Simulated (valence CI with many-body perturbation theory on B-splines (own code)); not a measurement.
## E1 line list for Br²⁸⁺

Calculated by valence CI with perturbative core correlation (CI+MBPT): five valence electrons over a frozen Dirac-Fock core [He], a basis of 11 s, 11 p, 10 d, 8 f, 5 g, 2 h functions for each j, with the one-electron correlation potential Σ1 (screened to all orders), the two-electron term Σ2, the three-electron term Σ3, Breit, model QED; selected single and double excitations, second order for the rest, scaled by the run's own slope (own B-spline code, finite nucleus).

No measured spectrum was set against this ion. As an estimate, large intervals hold to a few tenths of a per cent, small ones and those within an open d or f shell to about a per cent. Among the levels kept, up to 5300 cm⁻¹ of a level comes from second order outside the variational space, and about a tenth of that is noise between levels of different J, which matters for small intervals.

Lines 151 to 200 of 600 in falling wavelength, among levels below 17356 × 10³ cm⁻¹, chosen from the strongest by gf and those to the six lowest levels. Wavelengths and rates use the calculated energies. Electric multipoles are in the length gauge, E1 and E2 with the static RPA response of the core. Weak lines are less certain than strong ones. Lines between different terms over intervals too small for the method are left out, as are lines whose strength nearly cancels. The highest levels of a list are the least certain.

Levels are named by their leading jj configuration (3d3/2^4 stands for four electrons in 3d with j = 3/2), which in mixed levels can hold well under half, so a name can repeat and another be missing. Letters in brackets count levels of one name in rising energy.

```csv
λ vac (nm),Upper,Lower,A (s⁻¹),S (a.u.) with core polarisation,S without
21.71,(2s 2p3/2^3 3p3/2) J=1/2 [a],(2s 2p3/2^3 3s) J=3/2 [a],6.95e+09,7.02e-02,7.02e-02
21.70,(2s 2p1/2 2p3/2^2 3d3/2) J=7/2 [a],(2s 2p1/2^2 2p3/2 3p3/2) J=5/2 [b],3.33e+09,1.35e-01,1.35e-01
21.69,(2s^2 2p1/2 2p3/2 3d3/2) J=5/2 [a],(2s^2 2p1/2 2p3/2 3p1/2) J=3/2 [a],5.69e+09,1.72e-01,1.72e-01
21.62,(2s 2p3/2^3 3d3/2) J=5/2,(2s 2p3/2^3 3p1/2) J=3/2 [a],2.17e+09,6.51e-02,6.51e-02
21.59,(2s^2 2p1/2 2p3/2 3p3/2) J=3/2 [a],(2s^2 2p1/2 2p3/2 3s) J=3/2 [a],3.90e+09,7.75e-02,7.75e-02
21.58,(2s 2p3/2^3 3d3/2) J=5/2,(2s 2p3/2^3 3p1/2) J=5/2,2.71e+09,8.05e-02,8.05e-02
21.55,(2s^2 2p3/2^2 3d3/2) J=7/2,(2s^2 2p3/2^2 3p1/2) J=5/2,6.18e+09,2.44e-01,2.44e-01
21.54,(2s^2 2p1/2 2p3/2 3d3/2) J=7/2,(2s^2 2p1/2 2p3/2 3p1/2) J=5/2,5.35e+09,2.11e-01,2.11e-01
21.52,(2s 2p1/2 2p3/2^2 3d3/2) J=3/2 [d],(2s 2p1/2 2p3/2^2 3p1/2) J=1/2 [b],3.49e+09,6.86e-02,6.86e-02
21.42,(2s^2 2p3/2^2 3d3/2) J=3/2 [a],(2s^2 2p3/2^2 3p1/2) J=3/2,4.51e+09,8.76e-02,8.76e-02
21.42,(2s 2p1/2 2p3/2^2 3d3/2) J=3/2 [c],(2s 2p1/2 2p3/2^2 3p1/2) J=1/2 [a],6.67e+09,1.29e-01,1.29e-01
21.39,(2s 2p1/2 2p3/2^2 3d5/2) J=5/2 [b],(2s 2p1/2 2p3/2^2 3p3/2) J=3/2 [b],3.02e+09,8.74e-02,8.74e-02
21.36,(2s 2p1/2 2p3/2^2 3d5/2) J=5/2 [a],(2s 2p1/2 2p3/2^2 3p3/2) J=5/2 [a],2.35e+09,6.78e-02,6.78e-02
21.30,(2s^2 2p3/2^2 3d3/2) J=5/2,(2s^2 2p3/2^2 3p1/2) J=3/2,2.36e+09,6.74e-02,6.74e-02
21.29,(2s 2p1/2 2p3/2^2 3d3/2) J=7/2 [b],(2s 2p1/2 2p3/2^2 3p1/2) J=7/2,2.83e+09,1.08e-01,1.08e-01
21.18,(2s 2p1/2 2p3/2^2 3d3/2) J=7/2 [c],(2s 2p1/2 2p3/2^2 3p1/2) J=5/2 [c],3.61e+09,1.35e-01,1.35e-01
21.16,(2s 2p1/2 2p3/2^2 3d3/2) J=3/2 [a],(2s 2p1/2 2p3/2^2 3p1/2) J=3/2 [a],3.48e+09,6.50e-02,6.50e-02
21.15,(2s^2 2p1/2 2p3/2 3p3/2) J=5/2 [b],(2s^2 2p1/2 2p3/2 3s) J=3/2 [b],7.02e+09,1.97e-01,1.97e-01
21.06,(2s^2 2p1/2^2 3d3/2) J=3/2,(2s^2 2p1/2^2 3p1/2) J=1/2,7.48e+09,1.38e-01,1.38e-01
21.00,(2s 2p1/2 2p3/2^2 3d3/2) J=3/2 [e],(2s 2p1/2 2p3/2^2 3p1/2) J=3/2 [c],3.44e+09,6.29e-02,6.29e-02
20.82,(2s 2p1/2 2p3/2^2 3d5/2) J=5/2 [d],(2s 2p1/2 2p3/2^2 3p1/2) J=3/2 [b],2.27e+09,6.06e-02,6.06e-02
20.80,(2s^2 2p3/2^2 3d3/2) J=3/2 [b],(2s^2 2p3/2^2 3p1/2) J=1/2,7.46e+09,1.33e-01,1.33e-01
20.78,(2s 2p1/2^2 2p3/2 3p3/2) J=1/2 [b],(2s 2p1/2^2 2p3/2 3s) J=1/2,8.41e+09,7.45e-02,7.45e-02
20.69,(2s^2 2p1/2 2p3/2 3d3/2) J=3/2 [a],(2s^2 2p1/2 2p3/2 3p1/2) J=1/2,4.46e+09,7.81e-02,7.80e-02
20.61,(2s 2p1/2 2p3/2^2 3d3/2) J=9/2,(2s 2p1/2 2p3/2^2 3p1/2) J=7/2,2.57e+09,1.11e-01,1.11e-01
20.32,(2s 2p1/2 2p3/2^2 3d5/2) J=7/2 [b],(2s 2p1/2 2p3/2^2 3p3/2) J=7/2 [b],2.54e+09,8.44e-02,8.44e-02
20.27,(2s 2p1/2 2p3/2^2 3d3/2) J=1/2 [a],(2s 2p1/2 2p3/2^2 3p1/2) J=3/2 [a],7.94e+09,6.53e-02,6.53e-02
19.90,(2s 2p1/2^2 2p3/2 3d3/2) J=1/2 [b],(2s 2p1/2^2 2p3/2 3p1/2) J=1/2,7.21e+09,5.61e-02,5.61e-02
19.88,(2s^2 2p1/2 2p3/2 3p3/2) J=5/2 [b],(2s^2 2p1/2 2p3/2 3s) J=5/2,4.20e+09,9.77e-02,9.77e-02
19.76,(2s^2 2p1/2 2p3/2 3p3/2) J=3/2 [b],(2s^2 2p1/2 2p3/2 3s) J=1/2,3.66e+09,5.57e-02,5.58e-02
19.59,(2s 2p1/2 2p3/2^2 3d3/2) J=5/2 [c],(2s 2p1/2 2p3/2^2 3p1/2) J=5/2 [c],2.49e+09,5.55e-02,5.55e-02
19.48,(2s 2p3/2^3 3p3/2) J=1/2 [b],(2s 2p3/2^3 3s) J=1/2,7.97e+09,5.81e-02,5.82e-02
19.21,(2s 2p1/2^2 2p3/2 3p3/2) J=5/2 [a],(2s 2p1/2^2 2p3/2 3s) J=5/2,3.84e+09,8.06e-02,8.07e-02
19.21,(2s^2 2p3/2^2 3d5/2) J=5/2 [a],(2s^2 2p3/2^2 3p3/2) J=5/2,3.33e+09,6.99e-02,6.99e-02
18.85,(2s^2 2p1/2 2p3/2 3d3/2) J=5/2 [b],(2s^2 2p1/2 2p3/2 3p1/2) J=5/2,2.97e+09,5.88e-02,5.88e-02
18.80,(2s 2p1/2 2p3/2^2 3p3/2) J=3/2 [a],(2s 2p1/2 2p3/2^2 3s) J=5/2 [a],4.18e+09,5.48e-02,5.49e-02
18.76,(2s^2 2p1/2 2p3/2 3p3/2) J=1/2 [b],(2s^2 2p1/2 2p3/2 3s) J=3/2 [b],1.22e+10,7.92e-02,7.93e-02
18.38,(2s^2 2p3/2^2 3p3/2) J=3/2 [a],(2s^2 2p3/2^2 3s) J=3/2,1.05e+10,1.29e-01,1.29e-01
12.69,(2s 2p1/2 2p3/2^2 3p1/2) J=7/2,(2s^2 2p3/2^2 3p1/2) J=5/2,5.15e+09,4.16e-02,4.17e-02
11.87,(2s 2p1/2 2p3/2^2 3s) J=7/2,(2s^2 2p3/2^2 3s) J=5/2,6.05e+09,4.00e-02,4.01e-02
10.34,(2s 2p1/2^2 2p3/2^2) J=5/2,(2s^2 2p1/2 2p3/2^2) J=3/2,5.45e+09,1.79e-02,1.79e-02
9.584,(2s 2p1/2 2p3/2^3) J=5/2,(2s^2 2p3/2^3) J=3/2,8.62e+09,2.25e-02,2.25e-02
9.238,(2p1/2^2 2p3/2^3) J=3/2,(2s 2p1/2 2p3/2^3) J=3/2 [b],3.24e+10,5.04e-02,5.05e-02
8.961,(2p1/2 2p3/2^4) J=1/2,(2s 2p3/2^4) J=1/2,4.50e+10,3.20e-02,3.21e-02
8.532,(2s 2p1/2 2p3/2^2 3p3/2) J=7/2 [b],(2s^2 2p1/2 2p3/2 3p3/2) J=5/2 [b],1.06e+10,2.61e-02,2.61e-02
8.344,(2s 2p1/2 2p3/2^2 3d5/2) J=9/2 [a],(2s^2 2p1/2 2p3/2 3d5/2) J=7/2 [a],1.31e+10,3.75e-02,3.76e-02
8.258,(2s 2p1/2 2p3/2^2 3s) J=5/2 [a],(2s^2 2p1/2 2p3/2 3s) J=3/2 [a],2.75e+10,4.59e-02,4.60e-02
8.156,(2s 2p1/2 2p3/2^2 3d5/2) J=11/2,(2s^2 2p1/2 2p3/2 3d5/2) J=9/2,9.10e+09,2.92e-02,2.93e-02
8.043,(2s 2p1/2 2p3/2^2 3s) J=7/2,(2s^2 2p1/2 2p3/2 3s) J=5/2,1.77e+10,3.63e-02,3.64e-02
8.025,(2s 2p1/2 2p3/2^2 3p3/2) J=9/2,(2s^2 2p1/2 2p3/2 3p3/2) J=7/2,1.10e+10,2.80e-02,2.81e-02
```
